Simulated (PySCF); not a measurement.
A series of related compounds: `CC[C@@H](C)[P@@](C)(=O)O`, C$_{5}$H$_{13}$O$_{2}$P; SMILES CC(C)C[P@](C)(=O)O, C$_{5}$H$_{13}$O$_{2}$P; `C[P@](=O)(O)c1ccccc1`, C$_{7}$H$_{9}$O$_{2}$P; `C[P@](=O)(O)c1ccccc1`, C$_{7}$H$_{9}$O$_{2}$P.

- geometry from PBE0-D3(BJ)/def2-SVP
- shielding tensors at HF/pcSseg-1 (GIAO)
- run in PySCF
- non-relativistic Hamiltonian, in vacuum, fast rotation and ring inversion assumed for equivalent nuclei, one computed conformer

δ = σ(ref) − σ, references computed at the same level: 31P (356.22 ppm) vs H3PO4.

How does the 31P shift change along the series?

Answers


```csv
compound,change,δ (ppm),HOMO–LUMO gap (eV)
CC[C@@H](C)[P@@](C)(=O)O,base,49.3,14.90
CC(C)C[P@](C)(=O)O,sBu replaced by iBu,44.5,15.01
C[P@](=O)(O)c1ccccc1,sBu replaced by Ph,27.8,12.08
C[P@](=O)(O)c1ccccc1,sBu replaced by Ph,27.8,12.08
```
